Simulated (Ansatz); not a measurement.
Z-matrix (Å, degrees):
```
Si
C 1 1.825
O 1 1.725 2 106.7
H 1 1.488 2 118.6 3 114.9
H 1 1.485 2 112.6 3 -116.4
Al 2 2.017 1 110.4 3 27.2
H 2 1.099 1 110.4 3 -88.4
H 2 1.094 1 111.3 3 152.4
Al 3 2.008 1 127.5 2 -30.8
H 3 0.962 1 116.3 2 159.0
H 6 1.598 2 113.3 1 163.4
H 9 1.602 3 101.6 1 -102.9
H 9 1.601 3 99.9 1 137.3
```

Total charge 0; spin multiplicity 1. The bonds changed during the relaxation, so this is another structure than the one it started from.

(1) List the PBE/def2-TZVPP orbital energies in eV (the Gaussian-basis code of Ansatz). (Estimate.)

Results:

(1) Computed: Occupied: -1780.60, -1506.27, -1505.66, -512.04, -268.65, -138.26, -106.53, -105.93, -95.08, -94.97, -94.94, -68.65, -68.42, -68.36, -67.99, -67.83, -67.80, -26.64, -17.32, -14.74, -13.10, -11.09, -10.54, -9.85, -9.57, -8.91, -8.25, -8.05, -6.81, -6.32, -5.14. Lowest empty: -2.37, -1.47, -0.68, 0.02, 0.16, 0.59, 0.66, 0.85.
